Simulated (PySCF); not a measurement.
**input.py for CdF⁻**

The script input.py:

```python
from pyscf import gto, dft

mol = gto.M(
    atom='Cd 0 0 0; F 0 0 2.262',
    basis='ano-rcc-vdzp',
    charge=-1,
    spin=0,
    symmetry=True,
    verbose=3,
)
mf = dft.RKS(mol, xc='mn15')
mf = mf.sfx2c1e()
mf.kernel()
mf.dip_moment()
print('orbital energies (hartree):', mf.mo_energy[..., max(0, mol.nelec[1]-3):mol.nelec[0]+3].round(4))
```

```bash
$ OMP_NUM_THREADS=1 python input.py
```

It prints:

```
converged SCF energy = -5697.74911670117
Dipole moment(X, Y, Z, Debye):  0.00000,  0.00000, -4.71835
orbital energies (hartree): [-0.1169 -0.1169 -0.021   0.18    0.18    0.2474]
```

In short: E(SCF) = -5697.749117 Eh.

It ran on Arm Neoverse V1 (1 thread, shared host) in 11 s, peak memory 0.23 GiB.

The basis has no diffuse functions, which an anion needs. Stability towards an unrestricted solution was not tested. The bond length is a typed value, not an optimised one. The dipole of an ion depends on the origin.
